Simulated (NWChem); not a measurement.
CH₅FO₂Si; SMILES O[Si](O)(F)C

```xyz
10

C     -0.1534    -1.7674    -0.4286
Si     0.0190     0.0169     0.0025
O     -0.0754     1.0670    -1.2712
O      1.4705     0.2429     0.7376
F     -1.1965     0.4213     1.0068
H      0.6037    -2.0617    -1.1703
H     -0.0174    -2.3919     0.4673
H     -1.1490    -1.9811    -0.8455
H     -0.9501     1.3789    -1.5187
H      1.7746     1.1524     0.8115
```
Atoms are numbered in this order, from 1.

Computed with NWChem. Medium grid unless said otherwise, to which SCAN and Minnesota functionals are sensitive. The geometry was optimised at PBE0/def2-SVP. Hybrids' shares of exact exchange are those that their runs print; pure functionals count as 0. The functionals differ in more than this share.

```
row               share of exact exchange  orbital gap (eV)
----------------  -----------------------  ----------------
PBE/def2-TZVP                        0.00              7.31
r2SCAN/def2-TZVP                     0.00              8.43
TPSSh/def2-TZVP                      0.10              8.64
B3LYP/def2-TZVP                      0.20              9.18
PBE0/def2-TZVP                       0.25              9.82
PW6B95/def2-TZVP                     0.28          withheld
```

Task: Fit a straight line of the last column on the one before it, predict the withheld value, and compare with the run.

Result: 
1. Means of the 5 shown rows: x = 0.110, y = 8.676. Slope Σ(x − x̄)(y − ȳ)/Σ(x − x̄)² = 0.3832/0.05200 = 7.369; intercept 7.865.
2. The shown rows scatter about the line by 0.365 (root mean square); the largest residual is +0.56, at r2SCAN/def2-TZVP.
3. At x = 0.28 (PW6B95/def2-TZVP; beyond the shown range) the line gives 9.93.
4. The run gives 9.87, -0.06 from the line, 0.2 times the scatter.
